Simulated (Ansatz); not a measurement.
Basis-set extrapolation for C₂H₆FNOSi (`O=CNC(F)[SiH3]`) (PBE0-D4/def2-TZVP geometry, frozen core, the Gaussian-basis code of Ansatz). Multiplicity 1, RHF reference.

|  | def2-TZVPP | def2-QZVPP |
| --- | --- | --- |
| HF | -597.048149 | -597.070956 |
| MP2 correlation | -1.133648 | -1.221873 |
| CCSD(T) correlation | -1.215738 | not run |

Energies in hartree. Use E(X) = E(∞) + A·exp(−7.88·√X) for Hartree–Fock and E(X) = E(∞) + B·X^(−2.97) for correlation, with X = 3 and 4, and add CCSD(T) minus MP2 of the smaller set to the MP2 limit.

Task: What is the CCSD(T) energy at the basis-set limit?

Result: HF limit: -597.070956 + (-0.022807) × 0.13774 = -597.07410. MP2 limit: -1.221873 + (-0.088225) × 0.74074 = -1.28722. Higher-order term: -1.215738 − (-1.133648) = -0.08209. Total: -598.44341 hartree, 471.3 kJ/mol below CCSD(T)/def2-TZVPP.
